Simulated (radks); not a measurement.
Results of a calculation; reference values are marked as such.
Task: The mean radii <r> (bohr) of the occupied orbitals of an atom or ion are listed with their occupations. Level of theory: scalar-relativistic Kohn-Sham, PBEsol, spin-polarised, spherical densities, finite nucleus; Fermi nuclear charge, rms radius of each element as measured or else 0.836 A^(1/3) + 0.57 fm (a radial shooting solver on a logarithmic mesh with Libxc functionals).

orbital  occ.      <r>
1s          2  0.02458
2s          2   0.1052
2p          6  0.09237
3s          2   0.2786
3p          6   0.2766
3d         10   0.2534
4s          2   0.6305
4p          6   0.6637
4d         10   0.7159

Name the element and its charge. Open shells, if any, are filled with parallel spins first.

Result: Z = 58, cerium, charge +12: Ce12+ in [Kr] 4d10. The 1s radius gives Z: for a bare nucleus <r> = (2 gamma + 1)/(2Z) with gamma = sqrt(1 - (Z/c)^2), 0.02424 bohr for Z = 58, and screening makes it slightly larger (0.02458 here). The occupations add up to 46, and the charge is Z minus that.
